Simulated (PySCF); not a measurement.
Some computed properties have been withheld. Give your best values.

Compound: C6H7F3O.
SMILES: `C(C(CCC(F)(F)F)=O)=C`

Conformer (atom-mapped SMILES and torsion angles): `[CH2:1]=[CH:2][C:3](=[O:4])[CH2:5][CH2:6][C:7]([F:8])([F:9])[F:10]`: C1–C2–C3–O4 180°, C2–C3–C5–C6 180°, C3–C5–C6–C7 180°, C5–C6–C7–F8 59°.

```tsv
property	level	value
point group of the GFN2-xTB geometry	GFN2-xTB	Cs
rotational constants A, B, C of the GFN2-xTB geometry	GFN2-xTB	?
dipole moment	PBE0/pcSseg-1	?
HOMO energy	PBE0/pcSseg-1	?
LUMO energy	PBE0/pcSseg-1	-2.03 eV
13C chemical shifts (computed TMS as zero) by class	GIAO PBE0/pcSseg-1	?
1H chemical shifts (computed TMS as zero) by class	GIAO PBE0/pcSseg-1	6.53 (1 H), 6.52 (1 H), 6.52 (1 H), 3.00 (2 H), 2.38 (2 H) ppm
isotropic shieldings of nuclei other than C and H, by class	GIAO PBE0/pcSseg-1	?
```

Electronic properties: PySCF, gas phase, density fitting. NMR classes are plain means over equivalent atoms (diastereotopic ones count apart unless rotation or inversion swaps them), as if these changed places fast; in this geometry the members of some classes differ.

Q: Give the isotropic shieldings of nuclei other than C and H, by class.

A: -340 (1 O), 257 (3 F) ppm.

Q: The 13C chemical shifts (computed TMS as zero) by class?

A: 202.2 (1 C), 146.2 (1 C), 137.6 (1 C), 136.7 (1 C), 34.6 (1 C), 33.2 (1 C) ppm.

Q: The dipole moment?

A: 3.20 D.

Q: Give the rotational constants A, B, C of the GFN2-xTB geometry.

A: 2.665, 0.624, 0.558 GHz.

Q: Give the HOMO energy.

A: -7.83 eV.

A dipole of 3.20 D is allowed in Cs, and pure rotational transitions are dipole-allowed. The rotational constants make it an asymmetric top with κ = (2B − A − C)/(A − C) = -0.94, nearer the prolate limit (−1). With B = h/(8π²I), that is 505.379 GHz u Å² over I, the principal moments of inertia are 189.6, 809.8 and 905.5 u Å² (most abundant isotopes); the inertial defect Ic − Ia − Ib is -93.9 u Å² (zero for a rigid planar frame, negative otherwise). In atomic units the dipole is 1.26 e·bohr (1 au = 2.5417 D).

For the NMR shielding job (PBE0/pcSseg-1), hardware: one thread, Arm Neoverse V2 (shared host). Cost: 37 s of wall time.

One conformer stands for the species.
